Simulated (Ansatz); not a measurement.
One change: `C#C[SiH2][GaH2]` becomes `C#C[SiH2]O`.

Ansatz, PBE0-D4/def2-TZVP geometries, multiplicity 1. Each molecule was computed in one conformer, which needn't be the lowest.

Scalar relativity is left out up to krypton.

```
                                                                                  property  `C#C[SiH2][GaH2]`
                                                         HOMO energy (PBE/def2-TZVPP) / eV              -6.32
                                                         LUMO energy (PBE/def2-TZVPP) / eV              -2.99
                                                       HOMO energy (B3LYP/def2-TZVPP) / eV              -7.17
                                            size of the dipole moment (PBE/def2-TZVPP) / D               0.35
ideal-gas entropy at 298 K and 1 bar (rigid rotor, harmonic PBE0-D4/def2-TZVP) / J/(mol·K)                359
                                                        HOMO energy (PBE0/def2-TZVPP) / eV              -7.37
```

Give the same properties after the change, and the shifts. (Estimate.)

Computed: 
| property | `C#C[SiH2]O` | shift |
| --- | --- | --- |
| HOMO energy (PBE/def2-TZVPP) / eV | -7.05 | -0.73 |
| LUMO energy (PBE/def2-TZVPP) / eV | -1.50 | 1.49 |
| HOMO energy (B3LYP/def2-TZVPP) / eV | -8.06 | -0.89 |
| size of the dipole moment (PBE/def2-TZVPP) / D | 1.56 | 1.21 |
| ideal-gas entropy at 298 K and 1 bar (rigid rotor, harmonic PBE0-D4/def2-TZVP) / J/(mol·K) | 309 | -50 |
| HOMO energy (PBE0/def2-TZVPP) / eV | -8.30 | -0.93 |

With PBE0 the HOMO falls by 0.93 eV and the LUMO rises by 1.61 eV, so the gap widens by about 2.54 eV. PBE moves the HOMO by -0.73 eV and ωB97M-V by -1.16 eV. The zero-point energy changes by 3.5 kJ/mol with -3 modes. Dipoles are sizes alone; their direction can turn. Modes under 60 cm⁻¹, often nearly free rotors, make the harmonic entropy too high.

B3LYP here is the variant with VWN-RPA as its local correlation; programs differ in this.
